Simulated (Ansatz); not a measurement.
Molecule: CH7FNSi2, net charge 0, doublet state. It need not be the lowest isomer of its formula. 
Structure (B3LYP-D3(BJ)/def2-TZVP (Ansatz, an electronic-structure program) minimum search):
SMILES: [SiH3][N][Si@H](C)F
```xyz
12

Si     0.8452     0.4256    -0.4315
C      2.3013    -0.6479     0.0056
F      0.8145     1.6544     0.6107
N     -0.5685    -0.5208    -0.4229
Si    -2.1354    -0.6847     0.2640
H      0.9327     1.0322    -1.7776
H      2.4187    -1.4500    -0.7237
H      3.2127    -0.0470     0.0193
H      2.1710    -1.0939     0.9930
H     -2.2577    -0.1420     1.6390
H     -2.5424    -2.1086     0.2693
H     -3.0311     0.0801    -0.6443
```
Charge 0, spin multiplicity 2.

Computed values are from Ansatz. Correlated levels leave the core frozen unless marked. UHF or UKS for open shells. Spin-orbit coupling is left out. No relativistic terms. Basis-set limits of correlation are two-point, X^-3; Hartree-Fock from the larger set. [CCSD(T)-MP2]/basis is that difference in the basis named.

What is the atomisation energy De at RI-MP2/CBS(cc-pV(T+d)Z,cc-pV(Q+d)Z)+[CCSD(T)-MP2]/cc-pV(T+d)Z?

995.8 kcal/mol.

What is the T1 diagnostic at CCSD/cc-pV(T+d)Z?

0.015.

What is the dipole moment at wB97M-V/def2-TZVPD?

1.19 D.

What is the total energy at RI-MP2/CBS(cc-pV(T+d)Z,cc-pV(Q+d)Z)+[CCSD(T)-MP2]/cc-pV(T+d)Z?

-774.9588 Eh.
